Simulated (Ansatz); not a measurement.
Z-matrix (Å, degrees):
```
C
C 1 1.3125
O 1 1.3463 2 139.54
H 2 1.0785 1 119.76 3 179.99
H 2 1.0802 4 119.61 1 -180.00
C 1 1.4351 2 157.39 4 -0.02
H 6 1.0833 1 119.99 2 79.60
H 6 1.0833 7 116.79 3 -137.31
```
Charge 0, spin multiplicity 1.

Computed with frozen-core CCSD(T)/cc-pVQZ // M06-2X/def2-TZVP run with Ansatz (a first-principles code).

HF energy: -190.78954 Ha
MP2 correlation energy: -0.76573 Ha

**Question.** Estimate the CCSD correlation energy, the (T) correction, the total energy and the T1 diagnostic.

**Answer.** 
* **CCSD correlation energy**: -0.77781 Ha
* **(T) correction**: -0.03690 Ha
* **CCSD(T) total energy**: -191.60425 Ha
* **T1 diagnostic**: 0.013
